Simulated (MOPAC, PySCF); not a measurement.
C2H6OS, SMILES `COCS` (C–O–C–S torsion -69°, O–C–S–H torsion -68°), neutral singlet in the gas phase. 

Cartesian coordinates (Å):
```xyz
10

C     -1.3483     0.3671     0.0503
O     -0.3371    -0.0691    -0.8256
C      0.7319    -0.6795    -0.1891
S      1.7826     0.4190     0.8178
H     -1.7650    -0.4743     0.6201
H     -2.1335     0.8077    -0.5625
H     -0.9688     1.1176     0.7519
H      0.3997    -1.4544     0.5147
H      1.3432    -1.1406    -0.9630
H      2.2954     1.1065    -0.2147
```
Charge 0, multiplicity 1.

All levels are single points at this geometry (PBE0-D3(BJ)/def2-TZVP); Pople sets use spherical d functions. Orbital energies aren't observables, and empty levels follow the basis.

B3LYP/6-311+G** in PySCF gives dipole (D) = 0.77.

Task: Estimate the dipole (D) from each of these levels: B3LYP-D3(BJ)/def2-TZVP in PySCF; M06-2X/def2-TZVP in PySCF; PBE-D3(BJ)/def2-TZVP in PySCF; B3LYP/6-31G* in PySCF; B3LYP/LANL2DZ in PySCF; BP86/6-31G* in PySCF; M06-2X/6-31G* in PySCF; HF/3-21G in PySCF; HF/6-31G* in PySCF; HF/STO-3G in PySCF; AM1 in MOPAC; PM6 in MOPAC.

Result: 
| level | dipole (D) |
|---|---|
| B3LYP-D3(BJ)/def2-TZVP in PySCF | 0.76 |
| M06-2X/def2-TZVP in PySCF | 0.76 |
| PBE-D3(BJ)/def2-TZVP in PySCF | 0.79 |
| B3LYP/6-31G* in PySCF | 0.83 |
| B3LYP/LANL2DZ in PySCF | 0.84 |
| BP86/6-31G* in PySCF | 0.91 |
| M06-2X/6-31G* in PySCF | 0.79 |
| HF/3-21G in PySCF | 0.86 |
| HF/6-31G* in PySCF | 0.80 |
| HF/STO-3G in PySCF | 0.41 |
| AM1 in MOPAC | 1.03 |
| PM6 in MOPAC | 0.94 |
